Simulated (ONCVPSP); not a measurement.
Which change was made? (V, ONCV)

ONCVPSP 4.0.1 input, shortened (lines: element, Z, core and valence counts, functional; n l f; lmax; l rc ep ncon nbas qcut; lloc lpopt rc5 dvloc0; l nproj debl; icmod fcfact rcfact), PBE, scalar-relativistic:

```
  V 23.00    3    4        4      upf
    1    0    2.00
    2    0    2.00
    2    1    6.00
    3    0    2.00
    3    1    6.00
    3    2    3.00
    4    0    2.00
    2
    0    1.85    0.00    3    7    7.00
    1    1.55    0.00    4    9    9.70
    2    2.25    0.00    4    9    6.10
    4    5    1.05    0.00
    0    2    1.80
    1    2    1.10
    2    2    0.80
    0    0.00    0.00
```

In the p channel the program set the typed energies aside and used -1.618, 0.250 Ha.

Cutoffs, loose and tight: the cutoffs (Ha) at which the residual kinetic energy of the hardest occupied pseudo-wave falls to 1 and 0.1 mHa per electron. They do not see the model core or the augmentation charge, which bear on the density cutoff. Test errors are all-electron minus pseudo excitation energies from the reference, over the configurations 3s2 3p6 3d3 4s1; 3s2 3p6 3d3 4s0; 3s2 3p6 3d2 4s0; 3s2 3p5 3d3 4s2; variants that change the core or the reference have their own tests.

The base gives: outcome: generated, projector energies reset by the program; cutoff, loose: 24 Ha; cutoff, tight: 30 Ha; bound ghosts: none; GHOST(+) flags above zero: none; largest test error (meV): -291.

Question: After one change the result is: outcome: generated, projector energies reset by the program; cutoff, loose: 61 Ha; cutoff, tight: 98 Ha; bound ghosts: none; GHOST(+) flags above zero: s; largest test error (meV): -174. Which change was it?
A. all radii scaled by about 0.80 (s 1.48, p 1.24, d 1.78 bohr); local potential polynomial inside 0.84 bohr (lpopt 5, dvloc0 0 Ha)
B. all radii scaled by about 1.32 (s 2.44, p 2.04, d 2.96 bohr); local potential polynomial inside 1.38 bohr (lpopt 5, dvloc0 0 Ha)
C. all radii scaled by about 1.18 (s 2.18, p 1.82, d 2.64 bohr); local potential polynomial inside 1.24 bohr (lpopt 5, dvloc0 0 Ha)

Answer: A. The others give: all radii scaled by about 1.32 (s 2.44, p 2.04, d 2.96 bohr); local potential polynomial inside 1.38 bohr (lpopt 5, dvloc0 0 Ha) → outcome: generated, projector energies reset by the program; cutoff, loose: 22 Ha; cutoff, tight: 27 Ha; bound ghosts: none; GHOST(+) flags above zero: none; largest test error (meV): +449 | all radii scaled by about 1.18 (s 2.18, p 1.82, d 2.64 bohr); local potential polynomial inside 1.24 bohr (lpopt 5, dvloc0 0 Ha) → outcome: generated, projector energies reset by the program; cutoff, loose: 24 Ha; cutoff, tight: 29 Ha; bound ghosts: none; GHOST(+) flags above zero: none; largest test error (meV): -373.
